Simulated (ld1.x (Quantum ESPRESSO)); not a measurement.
## How hard is this Si TM potential?

ld1.x (Quantum ESPRESSO) 7.5 input, shortened:

```
&input
   title='Si', zed=14., rel=1, dft='PBE', iswitch=3,
   config='[Ne] 3s2 3p2 3d-2'
 /
 &inputp
   pseudotype=2, tm=.true., lloc=2,
   nlcc=.false.
 /
3
3S  1  0   2.00   0.00  1.65  1.65  0.0
3P  2  1   2.00   0.00  2.10  2.10  0.0
3D  3  2  -2.00  -0.15  2.25  2.25  0.0
 &test
   configts(1)='3s2 3p2'
 /
```

The pseudo-atom Hamiltonian at the reference potential is diagonalised in spherical Bessel functions j_l(qr) that vanish at 20 bohr, with q² up to the cutoff. All-electron valence levels (Ry): 3s -0.7947, 3p -0.3000.

Task: How do the lowest levels (Ry) of each channel move with the cutoff, and are there ghosts?

Result:

```csv
cutoff (Ry),s #1,p #1,d #1,d #2,f #1,Σ f·Δε (mRy)
8,-0.7692,-0.2994,0.0550,0.1327,0.1093,52.8
10,-0.7816,-0.2995,0.0549,0.1321,0.1093,27.9
12,-0.7887,-0.2996,0.0548,0.1317,0.1093,13.5
15,-0.7917,-0.2999,0.0547,0.1315,0.1093,6.8
18,-0.7926,-0.3000,0.0546,0.1312,0.1093,4.8
21,-0.7926,-0.3001,0.0546,0.1311,0.1093,4.6
30,-0.7936,-0.3001,0.0546,0.1311,0.1093,2.5
35,-0.7944,-0.3001,0.0546,0.1311,0.1093,1.0
40,-0.7947,-0.3001,0.0546,0.1311,0.1093,0.3
45,-0.7948,-0.3001,0.0546,0.1311,0.1093,0.2
50,-0.7948,-0.3001,0.0546,0.1311,0.1093,0.1
400,-0.7949,-0.3001,0.0546,0.1311,0.1093,0.0
```

Result: no extra level below or beside the all-electron valence levels (s, p, d, f tested); 10 mRy is reached at 15 Ry and 1 mRy at 40 Ry.
